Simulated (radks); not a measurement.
Values are calculated unless marked as measured or tabulated.
Coulomb parameter of the 3d shell of the zinc ion Zn3+ in the model configuration [Ar] 3d8 4p1, as a second difference U = [E(n + 0.5) + E(n - 0.5) - 2 E(n)] / (0.5)^2 with all orbitals relaxed. "Bare": the charge of the atom changes with n. "Screened": the 4p shell takes up the change at fixed total charge, which measures U(3d,3d) + U(4p,4p) - 2 U(3d,4p). Code: a radial shooting solver on a logarithmic mesh with Libxc functionals. Model: scalar-relativistic Kohn-Sham, r2SCAN, spin-unpolarised, spherical densities, finite nucleus; meta-GGA in the generalised Kohn-Sham scheme; Fermi nuclear charge, rms radius 3.9283 fm.

case	configuration	E - E(n) (eV)
start	[Ar] 3d8 4p1	0.000
bare +0.5	[Ar] 3d8.5 4p1	-27.783
bare -0.5	[Ar] 3d7.5 4p1	33.387
screened +0.5	[Ar] 3d8.5 4p0.5	-15.102
screened -0.5	[Ar] 3d7.5 4p1.5	16.862

U(bare) = 22.414 eV, U(screened by 4p) = 7.041 eV, against the Slater integral F0(3d,3d) = 32.198 eV with frozen orbitals.
